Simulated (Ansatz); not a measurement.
Ti2Te3. Total charge 0; singlet. Geometry PBE-D4/def2-SVP.

Cartesian coordinates in Å:
```
Ti 0.7450 -0.5061 0.5332
Ti -1.0447 0.9959 1.1461
Te 1.9524 -0.5338 -1.7322
Te -1.5517 -1.5993 1.1753
Te -0.1012 1.6433 -1.1224
```

In the def2 sets Te takes a core potential; there is no spin–orbit coupling. HSE06 is defined as in plane-wave codes, on full-range PBE exchange. The restricted singlet is unstable towards broken spin symmetry in Hartree–Fock (as tested in another run); at PBE-D4/def2-TZVP, r2SCAN-D4/def2-TZVP, r2SCANh-D4/def2-TZVP, PBE0-D4/def2-SVP and others this wasn't settled. Another isomer (singlet) lies 2.30 eV lower at PBE0-D4/def2-TZVP; other spin states weren't run for this one.

Question: Estimate the orbital energies around the gap (eV) in Ansatz with PBE-D4/def2-TZVP, r2SCAN-D4/def2-TZVP, r2SCANh-D4/def2-TZVP, PBE0-D4/def2-SVP, HSE06-D4/def2-TZVP.

Answer: 
```csv
orbital,PBE-D4/def2-TZVP,r2SCAN-D4/def2-TZVP,r2SCANh-D4/def2-TZVP,PBE0-D4/def2-SVP,HSE06-D4/def2-TZVP
HOMO−13,-36.80,-38.26,-39.57,-40.60,-40.13
HOMO−12,-15.53,-16.09,-16.76,-17.33,-16.94
HOMO−11,-14.72,-15.19,-15.79,-16.28,-15.93
HOMO−10,-14.13,-14.59,-15.21,-15.73,-15.38
HOMO−9,-7.52,-7.81,-8.19,-8.52,-8.17
HOMO−8,-7.26,-7.52,-7.93,-8.32,-7.97
HOMO−7,-6.78,-7.00,-7.36,-7.71,-7.37
HOMO−6,-6.60,-6.83,-7.20,-7.53,-7.20
HOMO−5,-6.29,-6.52,-6.86,-7.18,-6.86
HOMO−4,-6.00,-6.22,-6.60,-6.94,-6.62
HOMO−3,-5.71,-5.91,-6.23,-6.49,-6.19
HOMO−2,-5.21,-5.39,-5.73,-6.01,-5.72
HOMO−1,-4.80,-4.98,-5.40,-5.85,-5.50
HOMO,-4.26,-4.45,-4.80,-5.11,-4.81
LUMO,-4.01,-3.97,-3.71,-3.25,-3.70
LUMO+1,-3.63,-3.52,-3.16,-2.58,-3.07
LUMO+2,-3.34,-3.25,-2.89,-2.30,-2.77
LUMO+3,-3.15,-3.02,-2.68,-2.20,-2.67
LUMO+4,-2.99,-2.91,-2.61,-2.08,-2.57
LUMO+5,-2.72,-2.58,-2.26,-1.72,-2.22
```
